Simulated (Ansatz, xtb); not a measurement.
# Relative energy of two isomers of C6H9NO

Structure a: `C=CC/C=C/N=C/O`, a singlet. Structure b: `C=CC/C=C\NC=O`, a singlet. Both are isolated molecules in the gas phase, relaxed with B3LYP-D3(BJ)/def2-SVP; each stands in its lowest conformer found.

Quicker runs give these differences E(b) − E(a): GFN2-xTB −33.1 kJ/mol; HF/STO-3G −26.6 kJ/mol (at GFN2-xTB geometries); r2SCAN-D4/def2-SVP −59.3 kJ/mol (at GFN2-xTB geometries).

**Question.** Estimate E(b) − E(a) at the level CCSD(T)/def2-SVP + ΔMP2/def2-TZVPP.

**Answer.** Calculated at CCSD(T)/def2-SVP + ΔMP2/def2-TZVPP: E(b) − E(a) = −45.8 kJ/mol, so structure b lies lower.

How the difference moves with the method:

| level | geometry | E(b) − E(a) (kJ/mol) | departure from the last row (kJ/mol) | job, with rough time for the two |
| --- | --- | --- | --- | --- |
| GFN2-xTB | GFN2-xTB | −33.1 | +12.7 | optimisation, 1.7 s |
| HF/STO-3G | GFN2-xTB | −26.6 | +19.3 | single point, 3.2 s |
| r2SCAN-D4/def2-SVP | GFN2-xTB | −59.3 | −13.5 | single point, 17 s |
| B3LYP-D3(BJ)/def2-SVP | B3LYP-D3(BJ)/def2-SVP | −60.3 | −14.5 | optimisation, 7.6 min |
| HF/def2-SVP | B3LYP-D3(BJ)/def2-SVP | −53.4 | −7.6 | part of the CCSD(T) run |
| MP2/def2-SVP | B3LYP-D3(BJ)/def2-SVP | −57.3 | −11.5 | part of the CCSD(T) run |
| CCSD(T)/def2-SVP | B3LYP-D3(BJ)/def2-SVP | −53.1 | −7.3 | single point |
| CCSD(T)/def2-SVP + ΔMP2/def2-TZVPP | B3LYP-D3(BJ)/def2-SVP | −45.8 |  | single point, 10 min |

As drawn, b has 1 C–N, 1 C=O, 1 N–H in place of 1 C=N, 1 C–O, 1 O–H.

None of the levels shown reverses the order. The largest departure from CCSD(T)/def2-SVP + ΔMP2/def2-TZVPP is that of HF/STO-3G, 19.3 kJ/mol. The last row adds to CCSD(T) the change of the MP2 difference between the two basis sets, here +7.3 kJ/mol.

With thermal terms from frequencies at re-optimised GFN2-xTB minima (ideal gas, soft modes damped towards free rotors, one conformer each, 298.15 K, 1 atm): the zero-point term adds +2.7 kJ/mol; ΔH is −43.6 and ΔG −42.6 kJ/mol.

The correlated steps freeze 8 core orbitals. Programs: Ansatz 0.2.0, xtb 6.7.1; the last row on 2 threads of Intel(R) Xeon(R) Processor @ 2.50GHz (Skylake/Cascade Lake) on a shared host.
